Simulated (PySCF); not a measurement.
B(OH)(SeH)2 (BH3OSe2), SMILES OB([SeH])[SeH].

The structure is a stationary point at B3LYP-D3(BJ)/def2-SVP. Other conformers were not sampled.

All values below come from TDA-CAM-B3LYP/def2-SVPD in PySCF.

Vertical excitations. The molecule is in vacuum. State labels are in the subgroup Cs.

| state | symmetry | energy (eV) | λ (nm) | f | main pairs |
|---|---|---|---|---|---|
| S1 | A" | 5.12 | 242 | 0.000 | HOMO→LUMO 67 %, HOMO→LUMO+2 14 % |
| S2 | A" | 5.60 | 221 | 0.010 | HOMO→LUMO+2 32 %, HOMO−1→LUMO 32 %, HOMO→LUMO+5 13 %, HOMO−1→LUMO+2 6 % |
| S3 | A' | 5.92 | 210 | 0.233 | HOMO→LUMO+1 92 % |
| S4 | A" | 6.08 | 204 | 0.001 | HOMO→LUMO+2 22 %, HOMO→LUMO+3 21 %, HOMO→LUMO 21 %, HOMO−1→LUMO 9 % |
| S5 | A" | 6.56 | 189 | 0.076 | HOMO→LUMO+5 33 %, HOMO−1→LUMO 24 %, HOMO−1→LUMO+2 17 %, HOMO→LUMO+2 5 % |
| S6 | A" | 6.72 | 184 | 0.002 | HOMO→LUMO+4 42 %, HOMO−1→LUMO+2 19 %, HOMO−2→LUMO+1 12 % |
| S7 | A' | 6.78 | 183 | 0.062 | HOMO−1→LUMO+1 78 % |
| S8 | A" | 6.80 | 182 | 0.001 | HOMO→LUMO+3 57 %, HOMO−1→LUMO 18 % |
| S9 | A" | 6.94 | 179 | 0.000 | HOMO−2→LUMO+1 72 %, HOMO→LUMO+4 14 % |
| S10 | A' | 7.03 | 176 | 0.002 | HOMO−2→LUMO 79 % |
| T1 | A" | 4.75 | 261 | 0 | HOMO→LUMO 58 %, HOMO→LUMO+2 15 % |
| T2 | A' | 5.14 | 241 | 0 | HOMO→LUMO+1 95 % |
| T3 | A" | 5.15 | 241 | 0 | HOMO−1→LUMO 28 %, HOMO→LUMO+2 28 %, HOMO→LUMO+5 13 %, HOMO−1→LUMO+2 7 % |
| T4 | A' | 5.77 | 215 | 0 | HOMO−1→LUMO+1 94 % |
Triplets are in the Tamm–Dancoff approximation.
